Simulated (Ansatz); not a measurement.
Geometry optimisation, Ansatz, RKS PBE0-D4/def2-SVP.

input.yaml

```yaml
crystal:
  periodic: [false, false, false]
  atoms:
    - { symbol: Ti, position_ang: [0.471767, -0.479603, -0.407222] }
    - { symbol: Cl, position_ang: [-1.23981, -0.682089, 2.725286] }
    - { symbol: F, position_ang: [0.9942, -0.522071, -2.054175] }
    - { symbol: F, position_ang: [0.423212, 1.13692, 0.196395] }
    - { symbol: O, position_ang: [-1.057892, -1.316992, -0.313216] }
    - { symbol: H, position_ang: [-1.649341, -1.279499, 0.458047] }
    - { symbol: S, position_ang: [1.996248, -1.659205, 0.991117] }
    - { symbol: H, position_ang: [1.530114, -2.865803, 0.576318] }
    - { symbol: H, position_ang: [0.005102, -1.145658, 2.57135] }
basis:
  gaussian: { orbitals: def2-SVP }
hamiltonian:
  xc: pbe0
  dispersion: d4
relax:
  f_tol: 0.03
  max_steps: 50
output:
  orbitals: {}
```

Command:

```bash
$ ansatz run input.yaml --threads 4 --pin off --max-ram 5120MiB --backend cpu --events-out ev --progress --plain --runs-dir out
```

Where does it end, and by what steps?

The forces met the threshold. After 14 steps the energy has fallen by 0.089 eV; Cl2 moved furthest, 0.65 Å.

```
step  energy less start (eV)  largest force component (eV/Å)  accepted
   0                  0.0000                           0.831       yes
   1                 -0.0105                           1.146       yes
   2                 -0.0377                           0.446       yes
   3                 -0.0624                           0.498       yes
   4                 -0.0759                           0.147       yes
   5                 -0.0813                           0.185       yes
   6                 -0.0861                           0.151       yes
   7                 -0.0874                           0.101       yes
   8                 -0.0879                           0.082       yes
   9                 -0.0885                           0.077       yes
  10                 -0.0888                           0.086       yes
  11                 -0.0890                           0.067       yes
  12                 -0.0892                           0.040       yes
  13                 -0.0890                           0.122        no
  14                 -0.0894                           0.019       yes
```

```xyz
9
Properties=species:S:1:pos:R:3
Ti 0.507 -0.409 -0.512
Cl -1.297 -1.311 2.887
F 1.005 -0.866 -2.108
F 0.619 1.289 -0.196
O -1.096 -1.016 -0.219
H -1.583 -1.081 0.625
S 1.835 -1.402 1.121
H 1.530 -2.642 0.663
H -0.047 -1.376 2.485
```

Whether the end is a true minimum wasn't checked by a vibrational analysis.

Run time: 43 s on 4 threads of Arm Neoverse V2, with other jobs on the host, peak memory 0.36 GiB.
